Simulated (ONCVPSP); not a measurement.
# What one change does to a pseudopotential (I (Z = 53), ONCV)

- Element: I
- Generator: ONCVPSP 4.0.1
- Type: optimised norm-conserving Vanderbilt (ONCV)
- Functional: PBE
- Relativity: scalar-relativistic
- Frozen core: [Ar] 3d10
- Valence charge: 25
- Reference configuration: 4s2 4p6 4d10 5s2 5p5
- Partial waves: 4s+5s: rc 1.20 bohr, ncon 4, nbas 7, qcut 13.1 1/bohr, 2 projectors; 4p+5p: rc 1.40 bohr, ncon 3, nbas 7, qcut 12.4 1/bohr, 3 projectors, debl 3.3 Ha; 4d: rc 1.50 bohr, ncon 4, nbas 9, qcut 10.4 1/bohr, 2 projectors, debl 3.5 Ha
- Local potential: polynomial inside 0.80 bohr (lpopt 5, dvloc0 6 Ha)
- Core correction: none

All-electron outer shells of the reference configuration (PBE, scalar-relativistic, ld1.x):

```tsv
shell	level (eV)	outermost node (bohr)	outermost maximum (bohr)
3p	-859.35	0.13	0.28
3d	-605.97	–	0.23
4s	-180.60	0.37	0.68
4p	-127.57	0.37	0.72
4d	-50.28	0.35	0.78
5s	-17.41	0.88	1.70
5p	-7.09	0.96	2.02
```

Change: all radii scaled by about 1.11 (s 1.34, p 1.56, d 1.66 bohr); local potential polynomial inside 0.88 bohr (lpopt 5, dvloc0 6 Ha).

Cutoffs: the cutoffs (Ha) at which the residual kinetic energy of the hardest occupied pseudo-wave falls to 1 and 0.1 mHa per electron; they do not see the model core or the augmentation charge, which bear on the density cutoff. Errors are all-electron minus pseudo energies relative to the spin-unpolarised reference configuration.

Q: How do hardness, ghosts and transferability respond?

A: The potential gets softer (56 Ha and 65 Ha → 47 Ha and 57 Ha); of the 4 tests that both files solve, the error grows in 1 and shrinks in 0 by more than 15 % and 0.3 meV (median size 12.5 → 13.8 meV); neither file shows a bound ghost. A larger radius leaves more room for a smooth pseudo-wave, so fewer plane waves are needed.

```csv
quantity,base,changed
"cutoff, loose",56 Ha,47 Ha
"cutoff, tight",65 Ha,57 Ha
loose cutoff by channel,"s 56 Ha, p 28 Ha, d 42 Ha","s 47 Ha, p 30 Ha, d 39 Ha"
bound ghosts,none,none
GHOST(+) flags under 300 eV,none,none
"error for 4s2 4p6 4d10 5s2 5p4, meV [ΔE 11.13 eV]",-2.6,-2.9
"error for 4s2 4p6 4d10 5s2 5p3, meV [ΔE 30.98 eV]",-8.0,-8.7
"error for 4s2 4p6 4d10 5s2 5p2, meV [ΔE 60.31 eV]",-17,-19
"error for 4s2 4p6 4d9 5s2 5p5, meV [ΔE 58.25 eV]",+53,+101
```
